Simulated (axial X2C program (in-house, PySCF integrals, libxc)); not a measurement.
## Spin–orbit effects down a group: molecules with F, CCSD

Calculated with an in-house relativistic program for diatomic molecules, spin-free (one-electron X2C) or two-component (2c: spin–orbit coupling with atomic mean-field Coulomb and Gaunt terms, which also bring small scalar terms), in Dyall basis sets with cores contracted in-house; open shells are unrestricted.

Basis sets: Be dyall-cv3z, Ca dyall-cv3z, F dyall-av3z, Sr dyall-cv3z. Frozen shells (counts by l): BeF F 1s, Be 1s, 9 electrons correlated; CaF Ca 3s2p, F 1s, 9 electrons correlated; SrF Sr 4s3p1d, F 1s, 9 electrons correlated. Coupled cluster in natural virtuals with an MP2 remainder. Where the outer core of a metal is frozen, bonds come out longer and ionisation energies lower.

```tsv
molecule	spin-free state	Re (Å)	ωe (cm⁻¹)	De (eV)	2c state	Re 2c (Å)	ωe 2c (cm⁻¹)	De 2c (eV)
BeF	M_S = 1/2, Λ = 0	1.368	1255.2	5.62	Ω = 1/2	1.368	1255.0	5.61
CaF	M_S = 1/2, Λ = 0	1.997	562.2	5.27	Ω = 1/2	1.997	562.6	5.26
SrF	M_S = 1/2, Λ = 0	2.121	478.3	5.33	Ω = 1/2	2.122	478.9	5.31
```

(1) Work out the shifts from the spin-free to the two-component result.

Each entry is the lowest single determinant of a limited PBE0 search at one distance. De goes to single-determinant-based atoms at the same level (for ions the charge split of lowest energy) and is withheld (n/a) where an atom does not fit its ground term or J level. Main or longest-lived isotopes.

Results:

(1) 

```tsv
molecule	2c state	ΔRe (Å)	Δωe (cm⁻¹)	ΔDe (eV)
BeF	Ω = 1/2	0.000	noise	-0.01
CaF	Ω = 1/2	0.000	0.4	-0.01
SrF	Ω = 1/2	0.001	0.6	-0.02
```

Shifts of one unit in the last digit are rounding. Where the truncated virtual spaces of the two runs make Δωe unreliable it is marked noise.
